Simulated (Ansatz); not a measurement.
Ag₅Se⁻, relaxed as a singlet with RKS r2SCAN-D4/def2-SVPD in Ansatz, starting from the GFN1-xTB geometry. Force threshold 0.02 eV/Å.

In the def2 sets Ag takes a core potential; there is no spin–orbit coupling. The restricted singlet is unstable towards broken spin symmetry in Hartree–Fock (as tested in another run); at r2SCAN-D4/def2-SVPD this wasn't settled. The relaxation made no stability test and no search for a lower SCF solution. No other spin state of charge -1 was run. Another isomer (singlet) lies 0.54 eV lower at PBE0-D4/def2-TZVPD; other spin states weren't run for this one.

Start:

```xyz
6

Ag   -1.065    0.593   -1.702
Ag   -0.874   -0.647    0.768
Ag   -0.922    2.117    0.582
Ag    1.177    0.832    1.899
Ag    1.764   -1.125    0.056
Se   -0.080   -1.769   -1.602
```

Estimate the energy that the relaxation releases and the steps that it takes.

1.9 kcal/mol, in 5 steps; 54 s on 4 threads of Arm Neoverse V1 on a shared host. The force fell under the threshold at step 4, but the optimiser went on. No frequencies were taken in this run, so the end may be a saddle point.

Does the start keep its bonding and symmetry?

By distances, no bond broke or formed. The bond that changes most is Ag3–Ag4, from 2.79 to 2.96 Å (atoms count from 1). Point group Cs at the start, Cs at the end, both within 0.05 Å.

Predict the relaxed structure.


```xyz
6

Ag   -0.872    0.597   -1.649
Ag   -0.859   -0.626    0.765
Ag   -1.017    2.121    0.555
Ag    1.215    0.760    1.946
Ag    1.700   -0.971   -0.046
Se   -0.168   -1.881   -1.571
```
Bond lengths (bridged metal pairs left out): 5 × Ag–Ag 2.68 to 2.96 Å; 3 × Ag–Se 2.58 to 2.74 Å.
